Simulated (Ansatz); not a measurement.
Ge5H12 (`[GeH3][GeH2][GeH2][GeH2][GeH3]`): the same geometry under several functionals.

```yaml
crystal:
  periodic: [false, false, false]
  atoms:
    - {symbol: Ge, position_ang: [-2.036554, 0.838551, 1.549442]}
    - {symbol: Ge, position_ang: [0.269628, 1.542480, 1.311960]}
    - {symbol: Ge, position_ang: [1.671536, -0.407292, 0.966075]}
    - {symbol: Ge, position_ang: [0.664578, -1.770167, -0.770364]}
    - {symbol: Ge, position_ang: [0.106708, -0.368265, -2.666124]}
    - {symbol: H, position_ang: [-2.174965, -0.092209, 2.765705]}
    - {symbol: H, position_ang: [-2.976556, 2.040551, 1.736409]}
    - {symbol: H, position_ang: [-2.470954, 0.063118, 0.294476]}
    - {symbol: H, position_ang: [0.716535, 2.328526, 2.558645]}
    - {symbol: H, position_ang: [0.396658, 2.473540, 0.091368]}
    - {symbol: H, position_ang: [3.088416, 0.018124, 0.537371]}
    - {symbol: H, position_ang: [1.785070, -1.205656, 2.278341]}
    - {symbol: H, position_ang: [-0.619588, -2.416868, -0.217564]}
    - {symbol: H, position_ang: [1.616528, -2.899595, -1.206259]}
    - {symbol: H, position_ang: [-0.572620, -1.175836, -3.784027]}
    - {symbol: H, position_ang: [-0.847161, 0.751180, -2.216771]}
    - {symbol: H, position_ang: [1.382733, 0.279810, -3.228722]}
basis:
  gaussian: {orbitals: def2-TZVPP}
hamiltonian: {xc: {name: CAM-B3LYP}, dispersion: d4}
output: {orbitals: {seedname: orbitals}}
```

```sh
$ ansatz run in.yaml --threads 6 --pin off --events-out ev --progress --plain --backend cuda
```

Shortened log:

```
Functional definition: CAM-B3LYP
2653 factors; their error is unknown
649 factors; integrals over basis functions are off by at most 8.3e-6 eV
mean field evaluation 1: about -282801.7501 eV, gradient 3.7e1 eV
mean field evaluation 2: about -282802.0001 eV, gradient 3.7e1 eV
mean field evaluation 4: about -282802.8185 eV, gradient 3.6e-1 eV
mean field evaluation 8: about -282802.8072 eV, gradient 3.4e-2 eV
mean field -282803.81459676 eV, -10392.8484951204 hartree, gradient 6.0e-5 eV, S^2 0.000000; 0 other end points of the search recorded, 0 dependent functions left out
reference -282803.81478977 eV, -10392.8485022136 hartree; 86, 86 occupied and 322, 322 virtual orbitals, 2653 factors
Total energy: -282804.29411392 eV, -10392.8661170513 hartree
```

It took 9 s on 6 threads of an AMD EPYC 7R13 on a shared host and a share of an NVIDIA H100 80 GB, with 0.96 GiB of host memory at the peak.

Changing it to `hamiltonian: {xc: {name: B97M-V}}` (abridged; 2.1 s):

```
Functional definition: B97M-V
mean field evaluation 16: about -282735.2092 eV, gradient 5.4e-5 eV
mean field -282735.20924155 eV, -10390.3272948191 hartree, gradient 5.4e-5 eV, S^2 0.000000
Total energy: -282735.20932889 eV, -10390.3272980287 hartree
```

With the line `hamiltonian: {xc: {name: wB97X-V}}` (abridged; 2.4 s):

```
Functional definition: wB97X-V
mean field evaluation 16: about -282762.0208 eV, gradient 5.4e-5 eV
mean field -282762.02076213 eV, -10391.3126000268 hartree, gradient 5.4e-5 eV, S^2 0.000000
Total energy: -282762.02075919 eV, -10391.3125999189 hartree
```

The same input with `hamiltonian: {xc: {name: revPBE}, dispersion: d4}` (abridged; 1.6 s):

```
Functional definition: revPBE
mean field evaluation 16: about -282765.7067 eV, gradient 5.5e-5 eV
mean field -282765.70672436 eV, -10391.4480566403 hartree, gradient 6.3e-5 eV, S^2 0.000000
Total energy: -282766.85063496 eV, -10391.4900945794 hartree
```

Changing it to `hamiltonian: {xc: {name: PBE-QIDH}}` (abridged; 3.5 s):

```
Functional definition: PBE-QIDH
mean field evaluation 16: about -282693.8983 eV, gradient 1.3e-5 eV
mean field -282693.89827225 eV, -10388.8091446988 hartree, gradient 3.7e-6 eV, S^2 0.000000
45 core orbitals not correlated: weight in the atoms' cores, before any rotation towards them, 1.000 or more for the frozen orbitals, at most 0.000 for the correlated occupied ones
second order -40.76887069 eV of doubles, -0.00000000 eV of singles
Total energy: -282707.48791494 eV, -10389.3085548561 hartree
```

With the line `hamiltonian: {xc: hse06, dispersion: d4}` (abridged; 2.7 s):

```
Functional definition: HSE06
mean field evaluation 16: about -282751.9247 eV, gradient 4.5e-5 eV
mean field -282751.92474561 eV, -10390.9415782629 hartree, gradient 4.5e-5 eV, S^2 0.000000
Total energy: -282752.35748760 eV, -10390.9574812377 hartree
```

HSE06 is the plane-wave form, built on full-range PBE exchange.
